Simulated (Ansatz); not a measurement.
Molecule: tetramethylgermane, C4H12Ge, charge 0, multiplicity 1. 
Coordinates optimised at B3LYP-D3(BJ)/def2-TZVP (Ansatz, a first-principles code):
```xyz
17

C     -0.2734    -1.2347    -1.5109
Ge     0.0000     0.0000     0.0000
C     -0.0498     1.8583    -0.6531
C     -1.4269    -0.2663     1.3323
C      1.7501    -0.3572     0.8317
H     -1.2386    -1.0522    -1.9851
H     -0.2491    -2.2702    -1.1688
H      0.5080    -1.1021    -2.2603
H      0.1000     2.5579     0.1702
H     -1.0125     2.0755    -1.1176
H      0.7341     2.0255    -1.3929
H     -2.4051    -0.0729     0.8900
H     -1.4155    -1.2909     1.7063
H     -1.2926     0.4095     2.1779
H      1.7971    -1.3828     1.2000
H      2.5542    -0.2148     0.1085
H      1.9200     0.3176     1.6716
```

Basis-set convergence of Hartree-Fock and MP2 correlation energies (hartree) with Ansatz. Cores are frozen in the correlated levels unless marked. Spin-orbit coupling is left out. Frozen are the shells of the preceding noble gas and the d and f shells that filled before the atom's block. No relativistic terms.

| basis | functions | E(HF) | E(corr, MP2) |
|---|---|---|---|
| cc-pVDZ | 143 | -2233.82143 | -0.68851 |
| cc-pVTZ | 331 | -2233.94790 | -0.84459 |
| cc-pVQZ | 648 | -2233.96155 | -0.89674 |

Extrapolating the two largest sets (X = 3 and 4) as X^-3: E(corr) = (64·(-0.89674) - 27·(-0.84459))/37 = -0.9348 Eh, an estimate of the basis-set limit. The largest set recovers 95.9 % of it, the smallest 73.7 %.
